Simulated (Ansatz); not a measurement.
Basis sets compared for the cluster Te3Pb3⁺. Charge 1, multiplicity 2. Geometry PBE-D4/def2-SVP. Ansatz on 4 threads of Intel Xeon on a shared host; times are rough, and most runs start from earlier orbitals.

```xyz
6

Pb    1.5305   -1.2894    0.0534
Pb   -1.8544   -0.7120    1.9142
Pb   -0.8253    1.3619   -1.2033
Te    0.4525    1.1752    1.6475
Te   -1.4357   -1.6768   -0.8221
Te    2.1324    1.1411   -1.5897
```

In the def2 sets Pb, Te take a core potential; there is no spin–orbit coupling. The structure comes from a short search, and lower isomers may exist.

```
           level  functions  energy (Eh)  HOMO (eV)  LUMO (eV)  wall time
 PBE-D4/def2-SVP        156   -1382.8341      -8.91      -8.24        7 s
PBE0-D4/def2-SVP        156   -1382.7798      -9.85      -7.57       16 s
```

(1) Estimate the rows for PBE-D4/def2-TZVP, PBE0-D4/def2-TZVP.

Answers

(1) 
```
            level  functions  energy (Eh)  HOMO (eV)  LUMO (eV)  wall time
 PBE-D4/def2-TZVP        300   -1382.8843      -8.83      -8.16       16 s
PBE0-D4/def2-TZVP        300   -1382.8257      -9.74      -7.46       77 s
```
